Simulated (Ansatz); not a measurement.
Start from `FCBCF` and change one atom or group to get `NBCF`.

Ansatz, PBE0-D4/def2-TZVP geometries, multiplicity 1. Each molecule was computed in one conformer, which needn't be the lowest.

| property | `FCBCF` |
| --- | --- |
| HOMO energy (B3LYP/def2-TZVPP) / eV | -8.67 |
| LUMO energy (PBE/def2-TZVPP) / eV | -2.42 |
| size of the dipole moment (B3LYP/def2-TZVPP) / D | 1.71 |
| LUMO energy (ωB97M-V/def2-TZVPP) / eV | 0.55 |
| ideal-gas entropy at 298 K and 1 bar (rigid rotor, harmonic PBE0-D4/def2-TZVP) / J/(mol·K) | 323 |
| HOMO energy (PBE/def2-TZVPP) / eV | -7.20 |

Problem. What does the change do to each property? (Estimate.)

Solution. Ansatz gave: 
```
                                                                                  property  `NBCF`  shift
                                                       HOMO energy (B3LYP/def2-TZVPP) / eV   -8.35   0.32
                                                         LUMO energy (PBE/def2-TZVPP) / eV   -0.51   1.91
                                          size of the dipole moment (B3LYP/def2-TZVPP) / D    1.49  -0.22
                                                     LUMO energy (ωB97M-V/def2-TZVPP) / eV    2.21   1.66
ideal-gas entropy at 298 K and 1 bar (rigid rotor, harmonic PBE0-D4/def2-TZVP) / J/(mol·K)     290    -33
                                                         HOMO energy (PBE/def2-TZVPP) / eV   -6.99   0.21
```

With PBE0 the HOMO rises by 0.29 eV and the LUMO rises by 1.90 eV, so the gap widens by about 1.61 eV. PBE moves the HOMO by 0.21 eV and ωB97M-V by 0.29 eV. The zero-point energy changes by -2.3 kJ/mol with -3 modes. Dipoles are sizes alone; their direction can turn.

B3LYP here is the variant with VWN-RPA as its local correlation; programs differ in this.
